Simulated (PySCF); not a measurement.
C7H11F.
Cartesian coordinates in Å at the GFN2-xTB level; atoms count from 1:
```
atom  x, y, z in Å
F1     2.5580    2.0898   -0.2307
C2     2.3304    0.7417   -0.3450
C3     0.8907    0.3769   -0.1137
C4    -0.0348    1.2707    0.2018
C5    -1.4746    0.9317    0.4280
C6    -1.8159   -0.4531   -0.1143
C7    -0.7558   -1.4531    0.3326
C8     0.5907   -1.0873   -0.2859
H9     2.6484    0.4546   -1.3558
H10    2.9828    0.2498    0.3884
H11    0.2361    2.3101    0.3216
H12   -2.1048    1.6908   -0.0417
H13   -1.6761    0.9686    1.5041
H14   -2.8023   -0.7606    0.2372
H15   -1.8410   -0.4210   -1.2054
H16   -0.6754   -1.4288    1.4210
H17   -1.0356   -2.4662    0.0377
H18    1.3892   -1.6810    0.1675
H19    0.5802   -1.3246   -1.3549
```

NICS is the negative of the GIAO shielding at a point without a nucleus: at the ring centre (0) and 1 Å above and below it (1); zz is the component along the ring normal. Level: GIAO PBE0/pcSseg-1 (PySCF, non-relativistic, gas phase) on the GFN2-xTB geometry, one conformer.

Ring bond lengths (Å), with Mayer bond orders in brackets: C3–C4 1.325 (1.87), C4–C5 1.496 (1.05), C5–C6 1.526 (1.05), C6–C7 1.524 (1.03), C7–C8 1.526 (1.05), C8–C3 1.505 (1.01).

**Question.** Give the NICS values of each ring in ppm.

**Answer.** 
```tsv
ring	type	NICS(0)	NICS(1), two faces	NICS(1)zz, two faces	rms pucker (Å)	centre to ring atoms, mean (Å)
C3–C4–C5–C6–C7–C8	6-membered carbocycle; formal bonds 1 double, 5 single	-0.5	-1.9 / -2.0	2.5 / 2.2	0.21	1.45
```

**Question.** What do they say, and how far can they be read as aromaticity?

**Answer.** 
- C3–C4–C5–C6–C7–C8: mean NICS(1)zz 2.3 ppm, near zero. C5, C6, C7, C8 have four or more neighbours, so the value isn't read as a sign of a π ring current. A hydrogen on C7, outside the ring, lies only 1.37 Å from a NICS(1) probe, which then mostly feels that atom.

**Question.** At the second NICS(1) probe listed for ring C3–C4–C5–C6–C7–C8, 1 Å off the ring, how large is the induced field along the normal in 1 T applied along it?

**Answer.** NICSzz × B0 = 2.2 ppm × 1 T = 2 μT, along the applied field.

**Question.** Give the inner angles of the rings and the Hirshfeld charges of the ring atoms.

**Answer.** 
- C3–C4–C5–C6–C7–C8: C3 123.0° (-0.015 e), C4 123.7° (-0.059 e), C5 111.5° (-0.069 e), C6 109.6° (-0.068 e), C7 109.7° (-0.066 e), C8 111.3° (-0.069 e); sum 688.9° against 720° for a flat convex ring.

**Question.** How shielded are the nuclei of the rings and their hydrogens (means over atoms taken as equivalent)?

**Answer.** 
```tsv
atoms	environment	σ isotropic (ppm)	principal values of the symmetric part, first atom (ppm)
C3	fully substituted alkene carbon	46.5	-62.0, 52.9, 148.5
C4	alkene CH carbon	60.2	-45.2, 55.5, 170.4
C5	allylic carbon	157.8	146.8, 161.8, 164.7
C6	ring CH2 carbon	160.3	155.0, 162.4, 163.6
C7	ring CH2 carbon	160.9	155.2, 163.1, 164.3
C8	allylic carbon	159.6	150.5, 162.4, 165.8
H11	vinylic hydrogen	25.51	22.5, 24.9, 29.1
H12 (×2)	methylene hydrogen	29.48	24.8, 27.6, 36.0
H14 (×2)	methylene hydrogen	30.09	25.1, 27.9, 36.8
H16 (×2)	methylene hydrogen	30.07	26.4, 28.4, 36.1
H18 (×2)	methylene hydrogen	29.99	25.4, 29.3, 35.9
```

On one thread, Arm Neoverse V1 (aarch64), shared host with 64 logical CPUs at a one-minute load of 25, this took 28 s and 0.90 GiB of memory at its peak. This is the whole shielding run at PBE0/pcSseg-1, SCF included.
